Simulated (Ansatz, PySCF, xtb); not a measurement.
Dimer: CH4 (SMILES C) (first 5 atoms) with CH3F (SMILES CF); geometry from B3LYP-D3(BJ)/def2-TZVP, rigid monomers moved along the line of their centres of mass till H3···F7 is 3.66 Å.
(charge 0, multiplicity 1):
```xyz
10

C      0.0274    -0.0082     0.1295
H     -0.2148    -1.0669     0.2192
H     -0.3778     0.5329     0.9827
H      1.1098     0.1145     0.0998
H     -0.4041     0.3825    -0.7910
C      0.1785    -0.5654     4.8055
F     -0.5084     0.6321     4.6384
H     -0.4995    -1.3917     4.5889
H      1.0235    -0.5842     4.1169
H      0.5292    -0.6255     5.8364
```

Monomers are frozen at their geometry in the pair; levels with a basis set take the counterpoise correction. Rows marked so take none.

Frozen-core correlation. Rows in 6-31G*, STO-3G carry no dispersion term and start afresh at each structure (6-31G* with six Cartesian d functions). MP2/6-31G* freezes PySCF's default core.

Run with Ansatz (a quantum-chemistry and plane-wave program); PySCF for 6-31G* rows, STO-3G rows, the dispersion terms; xtb for the GFN methods. Values without a source in brackets are computed.

| level | interaction energy (kcal/mol) |
|---|---|
| GFN2-xTB | -0.41 |
| HF/STO-3G (no counterpoise) | -0.04 |
| PBE/def2-TZVPPD | -0.21 |
| PBE-D4/def2-TZVPPD | -0.42 |
| r2SCAN-D4/def2-TZVPPD | -0.30 |
| PBE0/def2-TZVPPD | -0.17 |
| M06-2X/6-31G* (no counterpoise) | [?] |
| MP2/6-31G* | -0.17 |
| CCSD/aug-cc-pVDZ | -0.27 |

Q: Some entries are withheld; supply them.

A: 
- M06-2X/6-31G* (no counterpoise), interaction energy (kcal/mol): -0.36
